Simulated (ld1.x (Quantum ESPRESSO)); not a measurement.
**sulfur: excitation energies, all-electron against TM**

ld1.x (Quantum ESPRESSO) 7.5 input, shortened:

```
&input
   title='S', zed=16., rel=0, dft='PBE', iswitch=3,
   config='[Ne] 3s2 3p3 3d-2'
 /
 &inputp
   pseudotype=2, tm=.true., lloc=0,
   nlcc=.false.
 /
3
3P  2  1   3.00   0.00  1.70  1.70  0.0
3D  3  2  -2.00   0.30  1.65  1.65  0.0
3S  1  0   2.00   0.00  1.30  1.30  0.0
 &test
   configts(1)='3s2 3p3'
 /
```

Energies are relative to the spin-unpolarised reference configuration 3s2 3p3; without spin polarisation the order of configurations can differ from experiment. The frozen-core shift is the all-electron ΔE with the core orbitals held at their reference shape minus the fully relaxed ΔE.

**Question.** Give the all-electron excitation energy and the error of the potential for: 3s2 3p4; 3s2 3p2; 3s2 3p1; 3s1 3p5; 3s1 3p4; 3s2 3p3.5; 3s2 3p0.

**Answer.**

```tsv
valence configuration	charge	ΔE all-electron (eV)	error AE − PS (meV)	frozen-core shift (meV)
3s2 3p4	0	-11.782	+2.8	+0.8
3s2 3p2	+2	22.296	+7.7	+3.5
3s2 3p1	+3	56.346	+46	+24
3s1 3p5	0	-1.599	+1.4	+0.4
3s1 3p4	+1	10.741	+0.7	+0.3
3s2 3p3.5	+0.5	-7.116	+0.9	+0.3
3s2 3p0	+4	103.145	+154	+84
```

Levels in the configuration 3s2 3p4:

| level | all-electron (eV) | pseudo (eV) |
| --- | --- | --- |
| 3s | -17.143 | -17.149 |
| 3p | -7.021 | -7.025 |
